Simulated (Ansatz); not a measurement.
## Worked example: the barrier

An elementary step of Si2H5Cl3O, closed shell (SiHCl₃ ([Cl][SiH]([Cl])[Cl]) + SiH₄O ([OH][SiH3]) → Si₂H₃Cl₃O ([SiH3][O][Si]([Cl])([Cl])[Cl]) + H₂; bonds formed: Si1–O7, H2–H6; bonds broken: Si1–H2, H6–O7). “Start” is the structure reached by relaxing down from the saddle towards the reactants; PBE0-D4/def2-TZVP structures. The saddle:

Si1  (-0.103, -1.080, -0.908)
H2  (1.304, -1.684, -0.254)
Cl3  (0.811, -1.014, -2.742)
Cl4  (-1.060, -2.814, -0.380)
Cl5  (-1.797, 0.097, -1.354)
H6  (1.190, -0.740, 0.376)
O7  (0.397, 0.059, 0.357)
Si8  (-0.111, 1.518, 1.074)
H9  (-0.123, 2.574, 0.043)
H10  (-1.434, 1.308, 1.691)
H11  (0.926, 1.777, 2.098)
(Å)

Ansatz 0.2.0; basis: def2-TZVPP and def2-QZVPP; cores frozen in the correlated methods.

Energies in eV:

| quantity | saddle | start |
| --- | --- | --- |
| Hartree–Fock, triple zeta (X = 3) | -55357.59066 | -55359.84674 |
| Hartree–Fock, quadruple zeta (X = 4) | -55359.24127 | -55361.48832 |
| MP2 correlation, X = 3 | -29.70369 | -28.93416 |
| MP2 correlation, X = 4 | -32.44040 | -31.65483 |
| CCSD(T) correlation, X = 3 | -32.89509 | -32.21786 |

(1) Work out the barrier at the basis limit: extrapolate Hartree–Fock as E(X) = E∞ + A exp(−7.88 √X) and the MP2 correlation as E(X) = E∞ + B X^−2.97 (the exponents that Neese and Valeev fitted for def2-TZVPP and QZVPP), then add CCSD(T) − MP2 in triple zeta.

The T1 diagnostic stays at or below 0.011.

## Answers

(1) Each step is linear, so take the differences first (saddle − start): Hartree–Fock 2.25608 (X = 3) and 2.24705 (X = 4); MP2 correlation -0.76953 and -0.78557; CCSD(T) correlation -0.67723.
Two points give E∞ = E(4) + w [E(4) − E(3)], with w = 1/(exp(7.88 (2 − √3)) − 1) = 0.1377 for Hartree–Fock and w = 1/((4/3)^2.97 − 1) = 0.7407 for the correlation.
Hartree–Fock: 2.24705 + 0.1377 × (-0.00903) = 2.2458 eV.
MP2 correlation: -0.78557 + 0.7407 × (-0.01604) = -0.7975 eV.
CCSD(T) − MP2: -0.67723 − (-0.76953) = 0.0923 eV.
Sum: 2.2458 + (-0.7975) + 0.0923 = 1.5406 eV, or 35.53 kcal/mol. Plain CCSD(T) in triple zeta gives 1.5788 eV, so the larger basis shifts the result by -0.0382 eV.

Labels in which every atom is bracketed show which atoms are joined, not bond orders.

For scale, one of the runs: CCSD(T)/def2-TZVPP, 311 basis functions, launched by `ansatz run in.yaml --threads 4 --pin off --events-out ev --progress --plain --max-ram 66560MiB --backend cuda --devices 0, --max-vram 37GiB`. Time: 14 s of wall clock on 4 CPU threads of an AMD EPYC 7R13 and a share of one NVIDIA H100; the host was shared. Peak host memory: 0.84 GiB.
